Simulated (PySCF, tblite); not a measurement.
Compound: C4H3F3S.
Structure used (GFN2-xTB), in Å, numbered top down from 1:
```
atom  x, y, z in Å
F1     1.717    0.552    1.133
C2     1.869   -0.362    0.176
F3     3.060   -0.926    0.334
F4     1.874    0.286   -0.989
S5     0.554   -1.646    0.240
C6    -0.772   -0.578    0.012
C7    -2.048   -0.351   -0.110
C8    -1.152    0.860   -0.187
H9    -3.047   -0.703   -0.144
H10   -0.958    1.329   -1.145
H11   -1.093    1.542    0.654
```

Computed with PBE0/pcSseg-1 in PySCF (dipole) on a GFN2-xTB geometry, gas phase.

Take the most abundant isotopes and a rigid rotor. The values belong to one conformer with, in the numbering `[F:1][C:2]([F:3])([F:4])[S:5][C:6]1=[CH:7][CH2:8]1`, C2–S5–C6–C7 180°.

Give the principal moments of inertia and the rotational constants in GHz.

Ia = 152.59, Ib = 393.09, Ic = 455.02 u·Å²; 505379 MHz·u·Å²/I gives 3312, 1286 and 1111 MHz, that is A = 3.3120, B = 1.2857, C = 1.1107 GHz.

Classify the top.

An asymmetric top; Ray's κ = -0.841.

Is it planar, by Δ = Ic − Ia − Ib?

Not planar: Δ = Ic − Ia − Ib = -90.67 u·Å². For a rigid frame Δ = −2 Σ m c², so Σ m c² = 45.33 u·Å² lies off the ab plane: 1.66 from hydrogen and 43.67 from heavier atoms. The atom farthest from that plane is 1.08 Å away.

List the rotational levels J(Ka,Kc) to J = 3 (cm⁻¹).

Above 0(0,0):
J = 1: 1(0,1) 0.0799, 1(1,1) 0.1475, 1(1,0) 0.1534
J = 2: 2(0,2) 0.2394, 2(1,2) 0.3016, 2(1,1) 0.3191, 2(2,1) 0.5218, 2(2,0) 0.5222
J = 3: 3(0,3) 0.4778, 3(1,3) 0.5324, 3(1,2) 0.5674, 3(2,2) 0.7616, 3(2,1) 0.7634, 3(3,1) 1.1144, 3(3,0) 1.1144
The levels of one J sum to (2J + 1)J(J + 1)(A + B + C)/3.

Predict some low-J microwave lines.

The dipole components are |μa| = 1.35 D, |μb| = 0.33 D, |μc| = 0.00 D; the mirror of this Cs structure is the ab plane, so μc vanishes by symmetry and there are no c-type lines. The squared components, which scale the intensities, stand as 1.00 : 0.06 (a : b). Some lines, for components of 0.1 D or more:

```tsv
type	branch	J(Ka,Kc)	MHz	lower level (cm⁻¹)
a	Q	2(1,1) ← 2(1,2)	525	0.302
b	Q	1(1,0) ← 1(0,1)	2201	0.080
b	Q	2(1,1) ← 2(0,2)	2387	0.239
a	R	1(0,1) ← 0(0,0)	2396	0.000
b	R	2(0,2) ← 1(1,1)	2755	0.148
b	R	1(1,1) ← 0(0,0)	4423	0.000
a	R	2(1,2) ← 1(1,1)	4618	0.148
a	R	2(0,2) ← 1(0,1)	4782	0.080
a	R	2(1,1) ← 1(1,0)	4968	0.153
b	Q	2(2,0) ← 2(1,1)	6090	0.319
b	Q	2(2,1) ← 2(1,2)	6604	0.302
b	R	2(1,2) ← 1(0,1)	6644	0.080
b	R	2(2,1) ← 1(1,0)	11047	0.153
b	R	2(2,0) ← 1(1,1)	11232	0.148
```

Estimate the classical rotational partition function at 25 K, 50 K and 298.15 K.

Point group Cs, symmetry number σ = 1; q = (√π/σ)·√((kT/h)³/(ABC)), k/h = 20836.6 MHz/K: 9690 at 25 K, 27400 at 50 K, 399000 at 298.15 K.

Its GFN2-xTB frequencies are all real (lowest 45 cm⁻¹). Constants of a rigid frame at the computed geometry: no zero-point averaging, no centrifugal distortion.
